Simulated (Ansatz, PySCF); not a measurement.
Mo(O)(Cl)(OH)3 (ClH3MoO4), SMILES [O]=[Mo]([OH])([OH])([OH])[Cl], multiplicity 1. Atoms are numbered in the order given.

```xyz
9

Mo     0.4878     0.1594    -0.0781
O      0.8602     1.7821    -0.0533
Cl    -1.8793    -0.4573     0.0419
O      2.0660    -0.8418    -0.1576
H      2.8246    -0.6596     0.4179
O      0.2574    -0.0970     1.7695
H     -0.5044    -0.5699     2.1380
O      0.0800    -0.0979    -1.8811
H     -0.7276    -0.5318    -2.1972
```
Charge 0, spin multiplicity 1.

The structure is a stationary point at B3LYP-D3(BJ)/def2-SVP. The spin state was assumed, not searched. The structure was generated by enumeration; whether it is a known compound was not checked. The def2 effective core potentials stand for the cores of Mo; spin–orbit coupling is left out. One conformer was computed; it need not be the lowest.

Two levels are set side by side: PBE-D3(BJ)/def2-SVP (Ansatz, a first-principles code) and B3LYP-D3(BJ)/def2-SVP (Ansatz). Each level has its own optimised geometry; the coordinates shown are those of the second. Frequencies come from the Hessian of PySCF at each geometry. Differences are taken from unrounded values.

```
quantity                            B3LYP-D3(BJ)
----------------------------------  ------------
mean bond length (Å)                       1.580
bond Mo1–O2 (Å)                            1.665
bond Mo1–Cl3 (Å)                           2.449
bond Mo1–O4 (Å)                            1.871
bond Mo1–O6 (Å)                            1.879
bond Mo1–O8 (Å)                            1.866
bond O4–H5 (Å)                             0.969
bond O6–H7 (Å)                             0.969
bond O8–H9 (Å)                             0.970
highest harmonic wavenumber (cm⁻¹)          3817
mean harmonic wavenumber (cm⁻¹)              940
zero-point energy (kcal/mol)               28.21
```

### Question
What does PBE-D3(BJ) give, and how far is it from B3LYP-D3(BJ)? (The exact figures need the calculation; the answer reports its results.)

### Answer

| quantity | PBE-D3(BJ) | PBE-D3(BJ) minus B3LYP-D3(BJ) |
|---|---|---|
| mean bond length (Å) | 1.591 | 0.011 |
| bond Mo1–O2 (Å) | 1.680 | 0.015 |
| bond Mo1–Cl3 (Å) | 2.459 | 0.010 |
| bond Mo1–O4 (Å) | 1.879 | 0.008 |
| bond Mo1–O6 (Å) | 1.891 | 0.011 |
| bond Mo1–O8 (Å) | 1.879 | 0.013 |
| bond O4–H5 (Å) | 0.978 | 0.008 |
| bond O6–H7 (Å) | 0.980 | 0.011 |
| bond O8–H9 (Å) | 0.980 | 0.011 |
| highest harmonic wavenumber (cm⁻¹) | 3710 | -107 |
| mean harmonic wavenumber (cm⁻¹) | 915 | -25 |
| zero-point energy (kcal/mol) | 27.47 | -0.74 |

Exact exchange shortens and stiffens bonds; PBE has none. Differences between two approximate levels are no errors against the true value.
